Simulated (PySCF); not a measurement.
## A small calculation by hand: dipole moment from atomic charges

pentafluoroethane (C2HF5), SMILES C(F)(F)(C(F)F)F. Atoms are numbered in the order given.

```xyz
8

F      1.4541     0.0592    -1.0970
C      0.8558    -0.4383     0.0000
F      1.4541     0.0592     1.0970
C     -0.6141    -0.0027     0.0000
F     -0.7245     1.3219     0.0000
F     -1.2241    -0.4876     1.0838
F     -1.2241    -0.4876    -1.0838
H      0.9310    -1.5395     0.0000
```
Charge 0, spin multiplicity 1.

Coordinates come from a ωB97X-D3(BJ)/def2-SVP optimisation.

Charges (e) from CAM-B3LYP/def2-TZVP (PySCF):

| atom | IAO | ESP fit |
|---|---|---|
| F1 | -0.289 | -0.129 |
| C2 | 0.430 | 0.091 |
| F3 | -0.289 | -0.129 |
| C4 | 0.814 | 0.389 |
| F5 | -0.268 | -0.107 |
| F6 | -0.279 | -0.144 |
| F7 | -0.279 | -0.144 |
| H8 | 0.161 | 0.173 |

The dipole moment of the full density is 1.56 D.

**Question.** What dipole moment does each set of point charges give, and which comes closer to that of the density?

**Answer.** 
μ = Σ q r, and 1 e Å = 4.8032 D.
IAO: Σ q r = (0.055, -0.555, 0.000) e Å, |μ| = 2.68 D.
ESP fit: Σ q r = (0.055, -0.324, 0.000) e Å, |μ| = 1.58 D.
ESP fit comes closer in size. Point charges leave out the atoms' own dipoles (lone pairs, polarised bonds); fits to the potential absorb them, partitions of the density don't.
